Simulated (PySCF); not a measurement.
## Working out the excitation energy of F

F [He] 2s2 2p5 (2P) → F [He] 2s1 2p6 (2S). Calculation: PySCF 2.14, in aug-cc-pCVTZ-DK; the spin-free X2C one-electron Hamiltonian (Gaussian nucleus). Frozen: nothing. Energies in hartree (1 hartree = 27.21139 eV):

```tsv
part	F (lower)	F (upper)
UHF	-99.493777	-98.612456
MP2 opposite-spin	-0.206985	-0.268813
MP2 same-spin	-0.058704	-0.072730
```

Task: What does Hartree-Fock give?

Result: (-98.612456) − (-99.493777) = 0.881321 hartree = 23.982 eV.

Task: What do MP2 and SCS-MP2 (6/5 opposite-spin, 1/3 same-spin) give?

Result: The opposite-spin parts differ by -1.682 eV and the same-spin parts by -0.382 eV. MP2: 23.982 + (-1.682) + (-0.382) = 21.918 eV. SCS-MP2: 23.982 + 1.2 × (-1.682) + (-0.382)/3 = 21.836 eV.

The upper state lies above the first ionisation limit, where it may autoionise and the basis confines it.
